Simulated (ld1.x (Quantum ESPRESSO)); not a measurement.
# What one change does to a pseudopotential (rhenium (Re), PAW)

ld1.x (Quantum ESPRESSO) 7.5 input, shortened:

```
&input
   title='Re', zed=75., rel=1, dft='PBE', iswitch=3,
   config='[Xe] 4f14 5d5 6s1.5 6p0'
 /
 &inputp
   pseudotype=3, lpaw=.true., tm=.true., lloc=-2, rcloc=2.30,
   nlcc=.true., new_core_ps=.true.,
   which_augfun='PSQ', rmatch_augfun_nc=.true.
 /
6
6S  1  0   1.50   0.00  2.30  2.85  0.0
6S  1  0   0.00   0.05  2.30  2.85  0.0
6P  2  1   0.00   0.00  2.70  3.30  0.0
6P  2  1   0.00   0.05  2.70  3.30  0.0
5D  3  2   5.00   0.00  1.95  2.15  0.0
5D  3  2   0.00   0.30  1.95  2.15  0.0
 &test
   configts(1)='5d5 6s1.5 6p0'
 /
```

Change: all radii but the core radius scaled by about 1.08 (s 3.08, p 3.56, d 2.32 bohr, rcut 2.48/2.90/2.10); local potential all-electron potential smoothed inside 2.48 bohr (lloc = -2).

Cutoffs: the cutoffs (Ry, on a coarse ladder) from which the occupation-weighted sum of valence levels, in a spherical-Bessel basis at the reference potential, stays within 10 and 1 mRy of its value at 400 Ry; they do not see the model core or the augmentation charge, which bear on the density cutoff. Errors are all-electron minus pseudo energies relative to the spin-unpolarised reference configuration.

Q: How do hardness, ghosts and transferability respond?

A: The potential gets softer (21 Ry and 35 Ry → 18 Ry and 30 Ry); the errors of the 7 common tests hardly move; neither file shows a bound ghost. A larger radius leaves more room for a smooth pseudo-wave, so fewer plane waves are needed.

```csv
quantity,base,changed
"cutoff, loose",21 Ry,18 Ry
"cutoff, tight",35 Ry,30 Ry
bound ghosts,none,none
"error for 5d5 6s2 6p0, meV [ΔE -3.78 eV]",+1.2,+1.3
"error for 5d5 6s1 6p0, meV [ΔE 5.47 eV]",-2.3,-2.3
"error for 5d5 6s0 6p0, meV [ΔE 21.79 eV]",-14,-14
"error for 5d4 6s0 6p0, meV [ΔE 48.92 eV]",-152,-153
"error for 5d5.5 6s1.5 6p0, meV [ΔE -3.40 eV]",-5.6,-5.3
"error for 5d5 6s1 6p1, meV [ΔE 1.00 eV]",-0.3,-0.3
"error for 5d6 6s1 6p0, meV [ΔE -2.84 eV]",-22,-21
lowest overlap eigenvalue by channel,"s 0.37, p 0.54, d 0.96","s 0.36, p 0.56, d 0.83"
```
